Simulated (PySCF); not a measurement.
Al2H4, SMILES [AlH2][AlH2]. Atoms are numbered in the order given.

```xyz
6

Al     0.0000     0.0000    -1.2976
Al     0.0000     0.0000     1.2976
H      0.9547     0.9547    -2.1417
H     -0.9547    -0.9547    -2.1417
H      0.9547    -0.9547     2.1417
H     -0.9547     0.9547     2.1417
```

Geometry optimised at TPSSh-D3(BJ)/def2-TZVP.

All values below come from B3LYP/pcSseg-2 (PySCF).

GIAO shieldings, no solvent; atoms alike by connectivity are averaged. δ = σ(ref) − σ: ¹H against TMS (σ = 31.68 ppm), references at their B3LYP-D3(BJ)/def2-TZVP geometries, non-relativistic.

### Question
Estimate the chemical shifts. (An estimate is asked for; the answer gives what the named calculation found.)

### Answer

| nucleus | atoms | count | δ (ppm) |
|---|---|---|---|
| ¹H | H3, H4, H5, H6 | 4 | 6.60 |
